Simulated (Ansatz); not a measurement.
`PP` + H₂Se → `P[SeH]` + PH₃ at 298.15 K and 1 bar (cleavage of the P–P bond).

Isolated molecules relaxed with PBE0-D4/def2-TZVP in Ansatz; ΔE leaves out vibrations. CCSD(T)/CBS adds triple-zeta CCSD(T) − MP2 to the extrapolated MP2 energy (def2 sets, frozen cores). This one scheme is used for every species. For Se outer-core shells are correlated without core-valence functions, which leaves a few kJ/mol of doubt a bond. Scalar relativity is left out up to krypton.

| species | CCSD(T)/CBS energy (Eh) | H − E (kJ/mol) | S (J/(mol·K)) |
| --- | --- | --- | --- |
| `PP` | -684.26248 | 105.7 | 273.8 |
| H₂Se | -2401.89790 | 45.8 | 219.1 |
| `P[SeH]` | -2743.44381 | 80.6 | 280.3 |
| PH₃ | -342.72256 | 73.1 | 210.2 |

H − E and S are ideal-gas, rigid-rotor, harmonic terms from PBE0-D4/def2-TZVP. 1 Eh = 2625.50 kJ/mol, R = 8.31446 J/(mol·K).

Q: By hand: ΔE, ΔH, ΔS and ΔG.

A: ΔE = (-2743.44381) + (-342.72256) − (-684.26248) − (-2401.89790) = -0.00599 Eh = -15.7 kJ/mol. Δ(H − E) = 80.6 + 73.1 − 105.7 − 45.8 = 2.2, so ΔH = -13.5 kJ/mol. ΔS = 280.3 + 210.2 − 273.8 − 219.1 = -2.4 J/(mol·K). ΔG = -13.5 − 298.15 × (-2.4)/1000 = -12.8 kJ/mol.

Q: By hand: the equilibrium constant, and the temperature at which ΔG would vanish if ΔH and ΔS stayed fixed.

A: log₁₀ K = −ΔG/(RT ln 10) = 2.2. ΔG = 0 at ΔH/ΔS = 5625 K, far beyond where these terms or the molecules hold.

The number of gas molecules stays the same, so ΔS is small and ΔH decides. A doubt of 5 kJ/mol in ΔE shifts log₁₀ K by 0.9 here. These are equilibria of isolated gas molecules and say nothing of rates. Largest T1 diagnostic: 0.014 (customary marks: 0.02 for closed shells, 0.045 for open ones).
